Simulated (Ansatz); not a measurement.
`CO[C](=N)[SnH3]` + `C#C` → `C#[C][SnH3]` + `COC=N`  (formal exchange of groups at the Sn–C bond)

Isolated molecules relaxed with PBE0-D4/def2-TZVP in Ansatz; ΔE leaves out vibrations. CBS: MP2 limit from def2 TZ/QZ plus the TZ coupled-cluster correction, frozen cores. This one scheme is used for every species. Functionals use def2-TZVPP. B3LYP here is the variant with VWN-RPA as its local correlation; programs differ in this. def2 core potentials past Kr. For Sn outer-core shells are correlated without core-valence functions, which leaves a few kJ/mol of doubt a bond. Each species was taken in one conformer, which may not be the lowest.

```
             level  ΔE (kcal/mol)  difference from CCSD(T)/CBS
            PBE-D4          -11.0                          1.5
         r2SCAN-D4          -12.4                          0.1
           PBE0-D4          -12.5                          0.0
          B3LYP-D4          -11.7                          0.8
           ωB97X-V          -13.0                         -0.5
           ωB97M-V          -12.7                         -0.2
            B2PLYP          -13.3                         -0.8
               PBE          -11.7                          0.8
            r2SCAN          -12.6                         -0.1
              PBE0          -13.2                         -0.7
             B3LYP          -13.0                         -0.5
     HF/def2-TZVPP          -17.2                         -4.7
    MP2/def2-TZVPP          -13.8                         -1.3
SCS-MP2/def2-TZVPP          -14.4                         -1.9
   CCSD/def2-TZVPP          -14.0                         -1.5
CCSD(T)/def2-TZVPP          -13.4                         -0.9
     HF/def2-QZVPP          -17.3                         -4.8
    MP2/def2-QZVPP          -13.4                         -0.9
SCS-MP2/def2-QZVPP          -14.0                         -1.5
      HF/CBS(def2)          -17.3                         -4.8
     MP2/CBS(def2)          -13.0                         -0.5
    CCSD/CBS(def2)          -13.2                         -0.7
       CCSD(T)/CBS          -12.5                            0
```

Largest T1 diagnostic among the species: 0.014.

The D4 term adds +1.2 kcal/mol with B3LYP and +0.7 kcal/mol with PBE0; it sums over pairs of atoms, weighted by their polarisabilities, and B3LYP, whose exchange is more repulsive, gets the larger term. In def2-TZVPP, CCSD(T) changes the Hartree–Fock value by +3.8 kcal/mol (the triples alone add +0.6 kcal/mol) and MP2 by +3.4 kcal/mol.
